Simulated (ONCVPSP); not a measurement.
## Configuration tests for zinc (Zn) (ONCV)

* Element: Zn (Z = 30)
* Generator: ONCVPSP 4.0.1
* Type: optimised norm-conserving Vanderbilt (ONCV)
* Functional: PBEsol
* Relativity: fully relativistic
* Frozen core: [Ne]
* Valence charge: 20
* Reference configuration: 3s2 3p6 3d10 4s2
* Partial waves: 3s+4s: rc 1.15 bohr, ncon 5, nbas 8, qcut 6.9 1/bohr, 2 projectors; 3p: rc 0.95 bohr, ncon 4, nbas 7, qcut 14.8 1/bohr, 1 projector; 3d: rc 0.90 bohr, ncon 3, nbas 8, qcut 20.4 1/bohr, 2 projectors, debl 1 Ha
* Local potential: polynomial inside 0.85 bohr (lpopt 5, dvloc0 3 Ha)
* Core correction: none

Open shells are filled in proportion to 2j + 1.

Energies are relative to the spin-unpolarised reference configuration 3s2 3p6 3d10 4s2; without spin polarisation the order of configurations can differ from experiment.

Problem. Give the all-electron excitation energy and the error of the potential for: 3s2 3p6 3d10 4s1; 3s2 3p6 3d10 4s0; 3s2 3p6 3d9 4s0; 3s2 3p5 3d10 4s2.

Solution.

```json
{"valence configuration": "3s2 3p6 3d10 4s1", "charge": "+1", "ΔE all-electron (eV)": "9.901", "error AE − PS (meV)": "+0.9"}
{"valence configuration": "3s2 3p6 3d10 4s0", "charge": "+2", "ΔE all-electron (eV)": "28.250", "error AE − PS (meV)": "+4.5"}
{"valence configuration": "3s2 3p6 3d9 4s0", "charge": "+3", "ΔE all-electron (eV)": "68.759", "error AE − PS (meV)": "-0.3"}
{"valence configuration": "3s2 3p5 3d10 4s2", "charge": "+1", "ΔE all-electron (eV)": "91.923", "error AE − PS (meV)": "+38"}
```
